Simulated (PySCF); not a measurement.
# A small calculation by hand: entropy of an ideal gas

Cl₂H₄N₂Si, SMILES N[Si](N)(Cl)Cl.

Geometry optimised at B3LYP-D3(BJ)/def2-SVP. One conformer was computed; it need not be the lowest.

B3LYP-D3(BJ)/def2-SVP run with PySCF gives the harmonic wavenumbers 156, 184, 230, 255, 270, 284, 403, 409, 418, 483, 561, 820, 829, 884, 954, 1528, 1532, 3573, 3574, 3673, 3674 cm⁻¹ and the rotational temperatures 0.1286, 0.0913, 0.0758 K. The molar mass is 131.03 g/mol, the symmetry number 2, the spin multiplicity 1.

**Question.** Work out the entropy at 298.15 K and 1 atm in the rigid-rotor, harmonic-oscillator model.

**Answer.** 
Translation (Sackur–Tetrode at 1 atm): S = R[1.5 ln M + 2.5 ln T − 1.16487] = 169.6 J/(mol K).
Rotation: q = (√π/σ) T^1.5/√(θA θB θC) = 153000, S = R[ln q + 3/2] = 111.7 J/(mol K).
Vibration: with u = 1.4388 ν/T, each mode gives R[u/(e^u − 1) − ln(1 − e^−u)]:
```json
[
 {"ν (cm⁻¹)": "156", "modes": "1", "u": "0.75", "S (J/(mol K))": "10.87"},
 {"ν (cm⁻¹)": "184", "modes": "1", "u": "0.89", "S (J/(mol K))": "9.57"},
 {"ν (cm⁻¹)": "230", "modes": "1", "u": "1.11", "S (J/(mol K))": "7.86"},
 {"ν (cm⁻¹)": "255", "modes": "1", "u": "1.23", "S (J/(mol K))": "7.10"},
 {"ν (cm⁻¹)": "270", "modes": "1", "u": "1.30", "S (J/(mol K))": "6.68"},
 {"ν (cm⁻¹)": "284", "modes": "1", "u": "1.37", "S (J/(mol K))": "6.32"},
 {"ν (cm⁻¹)": "403", "modes": "1", "u": "1.94", "S (J/(mol K))": "3.98"},
 {"ν (cm⁻¹)": "409", "modes": "1", "u": "1.97", "S (J/(mol K))": "3.89"},
 {"ν (cm⁻¹)": "418", "modes": "1", "u": "2.02", "S (J/(mol K))": "3.76"},
 {"ν (cm⁻¹)": "483", "modes": "1", "u": "2.33", "S (J/(mol K))": "2.94"},
 {"ν (cm⁻¹)": "561", "modes": "1", "u": "2.71", "S (J/(mol K))": "2.18"},
 {"ν (cm⁻¹)": "820", "modes": "1", "u": "3.96", "S (J/(mol K))": "0.80"},
 {"ν (cm⁻¹)": "829", "modes": "1", "u": "4.00", "S (J/(mol K))": "0.77"},
 {"ν (cm⁻¹)": "884", "modes": "1", "u": "4.27", "S (J/(mol K))": "0.62"},
 {"ν (cm⁻¹)": "954", "modes": "1", "u": "4.60", "S (J/(mol K))": "0.47"},
 {"ν (cm⁻¹)": "1528", "modes": "1", "u": "7.37", "S (J/(mol K))": "0.04"},
 {"ν (cm⁻¹)": "1532", "modes": "1", "u": "7.39", "S (J/(mol K))": "0.04"}
]
```
The stiffer modes add less than 0.005 each. Sum 67.9 J/(mol K).
Spin: R ln 1 = 0.0 J/(mol K).
Total 349.2 J/(mol K); the program's own thermochemistry gives 349.2. Translation makes up 49 % and vibration 19 %. Anharmonicity, hindered rotation and orbital degeneracy are left out.
